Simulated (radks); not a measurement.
Values are calculated unless marked as measured or tabulated.
Problem. Orbital eigenvalues (eV) of the rubidium ion Rb29+, [He] 2s2 2p4, of relativity; Dirac values are averaged over j with weights 2j + 1. Spin-unpolarised spherical Kohn-Sham, LDA (Slater exchange, Perdew-Wang correlation), point nucleus unless stated (finite: rms radius 4.2036 fm), a radial shooting solver on a logarithmic mesh with Libxc functionals. A level marked "c x" has the speed of light scaled by that factor and shares open shells by 2j + 1; other Dirac levels either fill j = l - 1/2 first or share by 2j + 1.

| shell | non-rel. |
|---|---|
| 1s | -16484 |
| 2s | -3491.0 |
| 2p | -3356.8 |

Give the values at the level "Dirac, c x 10".

Solution. 
shell  Dirac, c x 10  change of magnitude (%)
1s            -16487                    +0.02
2s           -3491.7                    +0.02
2p           -3357.1                    +0.01
